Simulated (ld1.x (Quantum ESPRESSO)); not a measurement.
## Ranking TM potentials for sulfur

All share these settings but for the change named:

sulfur (S), norm-conserving Troullier–Martins (Kleinman–Bylander form), made with ld1.x (Quantum ESPRESSO) 7.5 (PBE, fully relativistic). Core [Ne], reference 3s2 3p4. Waves: 3p (bound): rc 1.60 bohr; 3d channel at 0.1 Ry: rc 1.60 bohr; 3s (bound): rc 1.45 bohr. Local part: the s channel. Core correction: Bessel-smoothed model core inside 1.15 bohr.

Open shells are filled in proportion to 2j + 1 (rel_dist='average').

Test errors are all-electron minus pseudo excitation energies from the reference, over 3s2 3p3; 3s2 3p2; 3s2 3p1; 3s2 3p3.5; 3s2 3p0; 3s2 3p4.3; 3s1 3p5. None of these files shows a bound ghost.

The base gives 222.2 meV.

Of 9 variants that were run, those that failed, showed a ghost or another fault, or gave nearly equal values are left out.

A variant can come out equal or close to the base, since the largest error may sit in a test that the change hardly touches while other tests move.

(1) Rank these variants by their largest absolute test error, smallest first.
A. wave 3d channel at 0.1 Ry: rc 1.60 bohr becomes 3d channel at 0.1 Ry: rc 2.06 bohr
B. type ultrasoft; waves now 3s (bound): rcut 1.25, rcutus 1.45 bohr; 3s channel at 1 Ry: rcut 1.25, rcutus 1.45 bohr; 3p (bound): rcut 1.40, rcutus 1.60 bohr; 3p channel at 1.4 Ry: rcut 1.40, rcutus 1.60 bohr; 3d channel at 0.1 Ry: rcut 1.40, rcutus 1.60 bohr; 3d channel at 2 Ry: rcut 1.40, rcutus 1.60 bohr; local potential all-electron potential smoothed inside 1.40 bohr (lloc = -1); augmentation built from norm-conserving waves at rcut, not smoothed further
C. core correction none
D. wave 3s (bound): rc 1.45 bohr becomes 3s (bound): rc 1.98 bohr
E. local potential all-electron potential smoothed inside 1.10 bohr (lloc = -2)

Results:

(1) B (156.2 meV), C (186.0 meV), A (222.2 meV), E (268.4 meV), D (435.9 meV).
